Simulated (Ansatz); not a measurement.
def2 core potentials replace the inner electrons of Sn.

Species: C2H5Cl3Sn, SMILES `C[CH2][Sn]([Cl])([Cl])[Cl]` (charge 0, multiplicity 1).

Computed with PBE0-D3(BJ)/def2-SVP (Ansatz, a program for electronic structure). No frequencies were computed at this level.

Ansatz 0.2 input:
```yaml
crystal:
  periodic: [false, false, false]
  atoms:
    - { symbol: C, position_ang: [-1.529701, -0.477643, 0.128007] }
    - { symbol: C, position_ang: [-0.622354, 0.673409, -0.19236] }
    - { symbol: Sn, position_ang: [1.575836, 0.08852, -0.017889] }
    - { symbol: Cl, position_ang: [2.136632, -1.675448, -1.456583] }
    - { symbol: Cl, position_ang: [3.084419, 1.81686, -0.499631] }
    - { symbol: Cl, position_ang: [2.12328, -0.662317, 2.134281] }
    - { symbol: H, position_ang: [-1.378801, -1.308825, -0.557281] }
    - { symbol: H, position_ang: [-1.384204, -0.830518, 1.146659] }
    - { symbol: H, position_ang: [-2.56489, -0.144803, 0.031442] }
    - { symbol: H, position_ang: [-0.723996, 1.502822, 0.501483] }
    - { symbol: H, position_ang: [-0.71612, 1.017943, -1.218128] }
basis:
  gaussian: { orbitals: def2-svp }
hamiltonian:
  xc: pbe0
  dispersion: d3bj
relax:
  max_steps: 150
```

Output:

```
Functional definition: PBE0
1477 factors; integrals over basis functions are off by at most 3.1e-4 eV
mean field evaluation 1: about -45523.8972 eV, gradient 5.0e1 eV
mean field evaluation 2: about -45518.0075 eV, gradient 6.7e1 eV
mean field evaluation 4: about -45530.6193 eV, gradient 3.3e0 eV
mean field evaluation 8: about -45530.6953 eV, gradient 1.2e-1 eV
mean field evaluation 16: about -45530.6954 eV, gradient 2.5e-5 eV
mean field -45530.69538228 eV, -1673.2221934850 hartree, gradient 2.5e-5 eV, S^2 0.000000; 0 other end points of the search recorded, 0 dependent functions left out
reference -45530.69541335 eV, -1673.2221946268 hartree; 45, 45 occupied and 88, 88 virtual orbitals, 1477 factors
relax step   1: F+E_penalty+E_count = -45531.01038184 eV  Δ(F+E_penalty+E_count) = +0.000e0 eV  max|allowed force component| = 1.496e0 eV/Å  Δτ_max = 0.0000 Å  (27 SCF iters, accepted)
these checks for a lower state are left out or cut short: starts, cluster_reference, orbital_swaps, neighbouring_geometries, increment
1477 factors; integrals over basis functions are off by at most 3.2e-4 eV
mean field -45530.76577059 eV, -1673.2247802077 hartree, gradient 2.6e-5 eV, S^2 0.000000; 0 other end points of the search recorded, 0 dependent functions left out
reference -45530.76580114 eV, -1673.2247813303 hartree; 45, 45 occupied and 88, 88 virtual orbitals, 1477 factors
relax step   2: F+E_penalty+E_count = -45531.09397709 eV  Δ(F+E_penalty+E_count) = -8.360e-2 eV  max|allowed force component| = 1.056e0 eV/Å  Δτ_max = 0.1638 Å  (29 SCF iters, accepted)
these checks for a lower state are left out or cut short: starts, cluster_reference, orbital_swaps, neighbouring_geometries, increment
1477 factors; integrals over basis functions are off by at most 3.2e-4 eV
mean field -45530.81643835 eV, -1673.2266422137 hartree, gradient 7.7e-6 eV, S^2 0.000000; 0 other end points of the search recorded, 0 dependent functions left out
reference -45530.81646907 eV, -1673.2266433424 hartree; 45, 45 occupied and 88, 88 virtual orbitals, 1477 factors
relax step   3: F+E_penalty+E_count = -45531.14019027 eV  Δ(F+E_penalty+E_count) = -4.621e-2 eV  max|allowed force component| = 8.023e-2 eV/Å  Δτ_max = 0.0545 Å  (31 SCF iters, accepted)
these checks for a lower state are left out or cut short: starts, cluster_reference, orbital_swaps, neighbouring_geometries, increment
1477 factors; integrals over basis functions are off by at most 3.2e-4 eV
mean field evaluation 32: about -45530.7680 eV, gradient 5.8e-1 eV
mean field -45530.81722292 eV, -1673.2266710460 hartree, gradient 2.1e-5 eV, S^2 0.000000; 0 other end points of the search recorded, 0 dependent functions left out
reference -45530.81725365 eV, -1673.2266721752 hartree; 45, 45 occupied and 88, 88 virtual orbitals, 1477 factors
relax step   4: F+E_penalty+E_count = -45531.14089422 eV  Δ(F+E_penalty+E_count) = -7.040e-4 eV  max|allowed force component| = 1.920e-2 eV/Å  Δτ_max = 0.0100 Å  (24 SCF iters, accepted)
these checks for a lower state are left out or cut short: starts, cluster_reference, orbital_swaps, neighbouring_geometries, increment
1477 factors; integrals over basis functions are off by at most 3.2e-4 eV
mean field -45530.81713772 eV, -1673.2266679151 hartree, gradient 2.4e-5 eV, S^2 0.000000; 0 other end points of the search recorded, 0 dependent functions left out
reference -45530.81716845 eV, -1673.2266690440 hartree; 45, 45 occupied and 88, 88 virtual orbitals, 1477 factors
relax step   5: F+E_penalty+E_count = -45531.14108550 eV  Δ(F+E_penalty+E_count) = -1.913e-4 eV  max|allowed force component| = 9.423e-3 eV/Å  Δτ_max = 0.0110 Å  (24 SCF iters, accepted)
these checks for a lower state are left out or cut short: starts, cluster_reference, orbital_swaps, neighbouring_geometries, increment
1477 factors; integrals over basis functions are off by at most 3.2e-4 eV
mean field -45530.81680218 eV, -1673.2266555839 hartree, gradient 8.0e-6 eV, S^2 0.000000; 0 other end points of the search recorded, 0 dependent functions left out
reference -45530.81683290 eV, -1673.2266567128 hartree; 45, 45 occupied and 88, 88 virtual orbitals, 1477 factors
relax step   6: F+E_penalty+E_count = -45531.14109196 eV  Δ(F+E_penalty+E_count) = -6.465e-6 eV  max|allowed force component| = 1.221e-2 eV/Å  Δτ_max = 0.0113 Å  (24 SCF iters, accepted)
these checks for a lower state are left out or cut short: starts, cluster_reference, orbital_swaps, neighbouring_geometries, increment
1477 factors; integrals over basis functions are off by at most 3.2e-4 eV
mean field -45530.81684698 eV, -1673.2266572302 hartree, gradient 2.2e-5 eV, S^2 0.000000; 0 other end points of the search recorded, 0 dependent functions left out
reference -45530.81687769 eV, -1673.2266583589 hartree; 45, 45 occupied and 88, 88 virtual orbitals, 1477 factors
relax step   7: F+E_penalty+E_count = -45531.14112196 eV  Δ(F+E_penalty+E_count) = -2.999e-5 eV  max|allowed force component| = 6.987e-3 eV/Å  Δτ_max = 0.0051 Å  (23 SCF iters, accepted)
1477 factors; integrals over basis functions are off by at most 3.2e-4 eV
mean field evaluation 64: about -45530.8155 eV, gradient 7.4e-1 eV
mean field -45530.81684698 eV, -1673.2266572302 hartree, gradient 2.2e-5 eV, S^2 0.000000; 1 other end points of the search recorded, 0 dependent functions left out
reference -45530.81687769 eV, -1673.2266583589 hartree; 45, 45 occupied and 88, 88 virtual orbitals, 1477 factors
Total energy: -45531.14115267 eV, -1673.2385752447 hartree
Atom 0 at    -1.468444    -0.487837     0.131310 Å, force     0.000466    -0.000680     0.000220 eV/Å
Atom 1 at    -0.547044     0.675721    -0.192420 Å, force    -0.000684     0.004198    -0.001574 eV/Å
Atom 2 at     1.508619     0.105190    -0.023366 Å, force     0.006987     0.000030    -0.000226 eV/Å
Atom 3 at     1.995836    -1.667773    -1.470073 Å, force    -0.001563    -0.001830     0.002701 eV/Å
Atom 4 at     3.023738     1.817754    -0.500788 Å, force    -0.002366     0.002921    -0.000314 eV/Å
Atom 5 at     1.980917    -0.649756     2.140133 Å, force    -0.000927    -0.002640    -0.001337 eV/Å
Atom 6 at    -1.309961    -1.334660    -0.553388 Å, force    -0.000843    -0.000277    -0.000209 eV/Å
Atom 7 at    -1.317221    -0.852615     1.158494 Å, force    -0.000799    -0.000128     0.000306 eV/Å
Atom 8 at    -2.521987    -0.179380     0.039988 Å, force    -0.000112    -0.000199     0.000065 eV/Å
Atom 9 at    -0.675757     1.527952     0.492067 Å, force     0.000111    -0.000658     0.000550 eV/Å
Atom 10 at    -0.668594     1.045402    -1.221957 Å, force    -0.000270    -0.000736    -0.000184 eV/Å
Dipole moment:    -0.777878     0.212812    -0.063029 e Å
```

Cost: very roughly 110 core-seconds.
